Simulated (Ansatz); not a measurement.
Reaction (substitution at a C–B bond): `O=CB(F)[SiH3]` + `S=CS` → `O=CSC=S` + `FB[SiH3]`

Gas-phase electronic energies from Ansatz, PBE0-D4/def2-TZVP geometries. CCSD(T)/CBS is the MP2 limit (def2-TZVPP, def2-QZVPP) plus CCSD(T) − MP2 in def2-TZVPP, frozen cores. One conformer a species, not always the lowest.

| species | MP2/def2-SVP energy (Eh) |
| --- | --- |
| `O=CB(F)[SiH3]` | -528.51863 |
| `S=CS` | -834.17788 |
| `O=CSC=S` | -947.10970 |
| `FB[SiH3]` | -415.58802 |

Problem. Work out ΔE.

Solution. ΔE = (-947.10970) + (-415.58802) − (-528.51863) − (-834.17788) = -0.00121 Eh = -0.03 eV. CCSD(T)/CBS gives -0.05 eV.

Largest T1 diagnostic among the species: 0.019.

From PBE to PBE0 (25 % exact exchange), in def2-TZVPP and without D4, ΔE moves by +0.07 eV. In def2-TZVPP, CCSD(T) changes the Hartree–Fock value by −0.09 eV (the triples alone add −0.05 eV) and MP2 by −0.16 eV.
